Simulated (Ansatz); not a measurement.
Start from `FC([SiH3])([SiH3])[SiH3]` and change one atom or group to get `[SiH3]C([SiH3])[SiH3]`.

Ansatz, PBE0-D4/def2-TZVP geometries, multiplicity 1. 

```
                                        property  `FC([SiH3])([SiH3])[SiH3]`
  size of the dipole moment (PBE/def2-TZVPP) / D                        1.03
size of the dipole moment (B3LYP/def2-TZVPP) / D                        1.19
           HOMO energy (ωB97M-V/def2-TZVPP) / eV                      -10.63
               LUMO energy (PBE/def2-TZVPP) / eV                       -1.23
               HOMO energy (PBE/def2-TZVPP) / eV                       -7.07
           LUMO energy (ωB97M-V/def2-TZVPP) / eV                        1.48
```

Question: Give the same properties after the change, and the shifts. (Estimate.)

Answer: Ansatz gave: 
```json
{"property": "size of the dipole moment (PBE/def2-TZVPP) / D", "`[SiH3]C([SiH3])[SiH3]`": "0.74", "shift": "-0.29"}
{"property": "size of the dipole moment (B3LYP/def2-TZVPP) / D", "`[SiH3]C([SiH3])[SiH3]`": "0.75", "shift": "-0.44"}
{"property": "HOMO energy (ωB97M-V/def2-TZVPP) / eV", "`[SiH3]C([SiH3])[SiH3]`": "-10.94", "shift": "-0.31"}
{"property": "LUMO energy (PBE/def2-TZVPP) / eV", "`[SiH3]C([SiH3])[SiH3]`": "-0.88", "shift": "0.35"}
{"property": "HOMO energy (PBE/def2-TZVPP) / eV", "`[SiH3]C([SiH3])[SiH3]`": "-7.55", "shift": "-0.48"}
{"property": "LUMO energy (ωB97M-V/def2-TZVPP) / eV", "`[SiH3]C([SiH3])[SiH3]`": "1.51", "shift": "0.03"}
```

With PBE0 the HOMO falls by 0.35 eV and the LUMO rises by 0.18 eV, so the gap widens by about 0.53 eV. PBE moves the HOMO by -0.48 eV and ωB97M-V by -0.31 eV. Dipoles are sizes alone; their direction can turn.

B3LYP here is the variant with VWN-RPA as its local correlation; programs differ in this.
